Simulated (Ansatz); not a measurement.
F₃OSi (SMILES [O][Si](F)(F)F), doublet, geometry from GFN2-xTB. Base run: PBE0/def2-SV(P) run with Ansatz (a first-principles code).

The Ansatz input:
Ansatz 0.2 input:
```yaml
crystal:
  periodic: [false, false, false]
  atoms:
    - {symbol: O, position_ang: [1.63806956, -0.17665341, 0.19951219]}
    - {symbol: Si, position_ang: [0.09099432, -0.00981305, 0.01108285]}
    - {symbol: F, position_ang: [-0.34921159, 1.48117889, -0.30939957]}
    - {symbol: F, position_ang: [-0.74988398, -0.42632996, 1.29131116]}
    - {symbol: F, position_ang: [-0.49851299, -0.88255894, -1.17649576]}
basis:
  gaussian:
    orbitals: def2-SV_P_.json
hamiltonian:
  xc: pbe0
magnetization: {spin_polarized: true, initial_magnetization: 1}
```
The basis file holds def2-SV(P) in the JSON format of the Basis Set Exchange.

The base run was repeated with changes; each row names its change, and settings that it needs were set with it.

```tsv
change	ΔE vs base (µEh)
base	0.0
final_grid = 4, 8, 17	-554
point_charge = charge:-1.0 position_ang:1.9341, 4.0939, 1.0235	-5119
final_grid = 14, 28, 59	0.7
lower_state_search = light	0.0
fitting.mean_field = cc-pVTZ-JKFIT	-40.1
fitting.mean_field = def2-universal-JKFIT	9.1
forces = on	0.0
lower_state_search = full	0.0
point_charge = charge:0.5 position_ang:-2.563, 0.3028, -3.8265	-2147
final_grid = 6, 12, 29	10.7
```

Ansatz warned in this series: the state or the total is in doubt.
